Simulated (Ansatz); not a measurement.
Correlation energies of AsCl3GaH3, SMILES `[Cl][Ga-]([Cl])([Cl])[AsH3+]` by basis set

Z-matrix (Å, degrees):
```
Ga
Cl 1 2.150
Cl 1 2.150 2 116.9
Cl 1 2.150 2 117.0 3 146.0
As 1 2.608 2 100.0 3 -106.9
H 5 1.504 1 118.3 2 119.5
H 5 1.504 1 118.4 2 -120.3
H 5 1.504 1 118.1 2 -0.4
```

The species carries charge 0 and has multiplicity 1. Correlated methods include outer-core shells of As, Ga, which these sets cover unevenly. Scalar relativity is left out up to krypton. Geometry: relaxed with PBE0-D4/def2-TZVP. Frozen core, restricted reference, Ansatz 0.2.0.

```
     basis      HF (Eh)  MP2 corr.  CCSD corr.       (T)  CCSD(T) total
  def2-SVP  -5536.91767   -0.85009           ?  -0.02267              ?
def2-TZVPP            ?   -1.06883    -1.12119         ?              ?
def2-QZVPP            ?   -1.65805           –         –              –
```

Q: Fill in the withheld values. (An estimate is asked.)

A: Ansatz gave: def2-SVP CCSD corr.: -0.88685; def2-SVP CCSD(T) total: -5537.82719; def2-TZVPP HF (Eh): -5537.91876; def2-TZVPP (T): -0.04628; def2-TZVPP CCSD(T) total: -5539.08623; def2-QZVPP HF (Eh): -5538.04153.
